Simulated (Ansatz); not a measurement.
Input and output for `CN(C)[Si](O)(O)N(C)C`.

```yaml
crystal:
  periodic: [false, false, false]
  atoms:
    - {symbol: C, position_ang: [-0.938265, 0.384953, -1.881656]}
    - {symbol: N, position_ang: [-0.516412, 1.098235, -0.701879]}
    - {symbol: C, position_ang: [-1.122162, 2.398800, -0.565463]}
    - {symbol: Si, position_ang: [0.710182, 0.463069, 0.293940]}
    - {symbol: O, position_ang: [0.704914, 1.504910, 1.573967]}
    - {symbol: O, position_ang: [2.222110, 0.398568, -0.364728]}
    - {symbol: N, position_ang: [0.396414, -1.171301, 0.654506]}
    - {symbol: C, position_ang: [1.371972, -2.231979, 0.670597]}
    - {symbol: C, position_ang: [-0.905398, -1.576127, 1.123557]}
    - {symbol: H, position_ang: [-2.027444, 0.240079, -1.888163]}
    - {symbol: H, position_ang: [-0.672516, 0.922444, -2.802948]}
    - {symbol: H, position_ang: [-0.470083, -0.600530, -1.920193]}
    - {symbol: H, position_ang: [-0.787455, 2.880512, 0.351716]}
    - {symbol: H, position_ang: [-2.217387, 2.317901, -0.528796]}
    - {symbol: H, position_ang: [-0.873739, 3.054261, -1.413019]}
    - {symbol: H, position_ang: [1.337320, 1.309335, 2.265965]}
    - {symbol: H, position_ang: [2.583959, 1.239115, -0.646849]}
    - {symbol: H, position_ang: [2.326417, -1.877448, 0.285065]}
    - {symbol: H, position_ang: [1.530972, -2.623176, 1.686165]}
    - {symbol: H, position_ang: [1.043326, -3.074694, 0.046715]}
    - {symbol: H, position_ang: [-0.876294, -1.922420, 2.166407]}
    - {symbol: H, position_ang: [-1.307100, -2.398299, 0.515272]}
    - {symbol: H, position_ang: [-1.608629, -0.743108, 1.065220]}
basis:
  gaussian: {orbitals: cc-pVDZ, nuclear_model: gaussian}
hamiltonian: {xc: {name: HF}}
correlation: {method: mp2}
output: {forces: true}
```

```sh
$ ansatz run in.yaml --threads 4 --pin off --events-out ev --progress --plain --max-ram 46080MiB --backend cpu
```

It prints (some lines left out):

```
Functional definition: HF
1837 factors; integrals over basis functions are off by at most 1.3e-3 eV
mean field evaluation 1: about -19240.7773 eV, gradient 5.3e1 eV
mean field evaluation 2: about -19241.1100 eV, gradient 5.3e1 eV
mean field evaluation 4: about -19247.2659 eV, gradient 5.0e0 eV
mean field evaluation 8: about -19247.3407 eV, gradient 2.1e-1 eV
mean field -19247.34083049 eV, -707.3267292043 hartree, gradient 7.9e-6 eV, S^2 0.000000; 0 other end points of the search recorded, 0 dependent functions left out
13 core orbitals not correlated: weight in the atoms' cores, before any rotation towards them, 1.000 or more for the frozen orbitals, at most 0.000 for the correlated occupied ones
reference -19247.34083049 eV, -707.3267292043 hartree; 28, 28 occupied and 159, 159 virtual orbitals, 1837 factors
second order -37.67752731 eV of doubles, -0.00000000 eV of singles
Total energy: -19285.01835780 eV, -708.7113527943 hartree
Atom 0 at    -0.938265     0.384953    -1.881656 Å, force    -0.009606     0.008555    -0.060876 eV/Å
Atom 1 at    -0.516412     1.098235    -0.701879 Å, force    -0.369343     0.112965    -0.098835 eV/Å
Atom 2 at    -1.122162     2.398800    -0.565463 Å, force    -0.045267     0.061090    -0.037194 eV/Å
Atom 3 at     0.710182     0.463069     0.293940 Å, force    -0.244055    -0.158305    -0.100649 eV/Å
Atom 4 at     0.704914     1.504910     1.573967 Å, force    -0.386716     1.078180     0.800147 eV/Å
Atom 5 at     2.222110     0.398568    -0.364728 Å, force     1.194672    -0.554110    -0.466861 eV/Å
Atom 6 at     0.396414    -1.171301     0.654506 Å, force    -0.054036    -0.387654    -0.075477 eV/Å
Atom 7 at     1.371972    -2.231979     0.670597 Å, force     0.018877    -0.078235     0.026111 eV/Å
Atom 8 at    -0.905398    -1.576127     1.123557 Å, force    -0.027083    -0.032319     0.045554 eV/Å
Atom 9 at    -2.027444     0.240079    -1.888163 Å, force    -0.350746    -0.047463    -0.011843 eV/Å
Atom 10 at    -0.672516     0.922444    -2.802948 Å, force     0.069473     0.169261    -0.310728 eV/Å
Atom 11 at    -0.470083    -0.600530    -1.920193 Å, force     0.154080    -0.329718     0.014447 eV/Å
Atom 12 at    -0.787455     2.880512     0.351716 Å, force     0.120445     0.148286     0.310872 eV/Å
Atom 13 at    -2.217387     2.317901    -0.528796 Å, force    -0.348025    -0.014204     0.003370 eV/Å
Atom 14 at    -0.873739     3.054261    -1.413019 Å, force     0.065309     0.217289    -0.272181 eV/Å
Atom 15 at     1.337320     1.309335     2.265965 Å, force     0.259022    -0.156955     0.211825 eV/Å
Atom 16 at     2.583959     1.239115    -0.646849 Å, force     0.048419     0.356432    -0.085102 eV/Å
Atom 17 at     2.326417    -1.877448     0.285065 Å, force     0.313082     0.132935    -0.132099 eV/Å
Atom 18 at     1.530972    -2.623176     1.686165 Å, force     0.052840    -0.140537     0.320943 eV/Å
Atom 19 at     1.043326    -3.074694     0.046715 Å, force    -0.099296    -0.276082    -0.187851 eV/Å
Atom 20 at    -0.876294    -1.922420     2.166407 Å, force    -0.005120    -0.127509     0.337162 eV/Å
Atom 21 at    -1.307100    -2.398299     0.515272 Å, force    -0.135141    -0.267690    -0.188418 eV/Å
Atom 22 at    -1.608629    -0.743108     1.065220 Å, force    -0.221785     0.285787    -0.042317 eV/Å
Dipole moment:     0.093703     0.060793     0.038611 e Å
```

Hardware: 4 threads of an AMD EPYC 7R13 on a shared host. Wall time 19 s, peak host memory 0.72 GiB.
